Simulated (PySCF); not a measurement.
**Spinor energies of Hf(60+) (hafnium, charge +60)**

Start: [Ne] 3s2. Calculated with PySCF 2.14 in an even-tempered Gaussian basis (18 s from 19 bohr⁻², ratio 2.4; 14 p from 24 bohr⁻², ratio 2.4; 4 d from 79 bohr⁻², ratio 2.6; 4 f from 120 bohr⁻², ratio 2.6): generalised Hartree-Fock with the X2C-1e Hamiltonian and a Gaussian nucleus; one run each with spin-orbit coupling (SO) switched off, then screened by Boettger's factors.

```csv
spinor shell,electrons,"ε, spin-free (eV)","ε, screened SO (eV)",weight of nominal j (screened SO),"rms radius, screened SO (bohr)"
1s1/2,2,-70691.9,-70678.4,1.000,0.0215
2s1/2,2,-16082.3,-16079.0,1.000,0.0853
2p1/2,2,-14726.2,-15603.3,1.000,0.0726
2p3/2,4,-14726.2,-14369.5,1.000,0.0794
3s1/2,2,-6551.1,-6550.5,1.000,0.204
```

```json
{"quantity": "E (hartree)", "spin-free": "-10889.70160", "screened SO": "-10902.29748"}
{"quantity": "M_J", "spin-free": "0", "screened SO": "0"}
{"quantity": "⟨J²⟩", "spin-free": "0.000", "screened SO": "0.000"}
{"quantity": "⟨L²⟩", "spin-free": "0.000", "screened SO": "0.030"}
{"quantity": "⟨S²⟩", "spin-free": "0.000", "screened SO": "0.030"}
```

Breit and QED terms are absent; they matter most for the inner s and p1/2 levels.

Densities and radii are taken from the X2C orbitals without a picture-change correction, which distorts them close to the nucleus.

Without spin-orbit coupling the j labels of p, d and f shells carry no meaning; the spin-free column gives the mean over the occupied spinors of each nl shell.
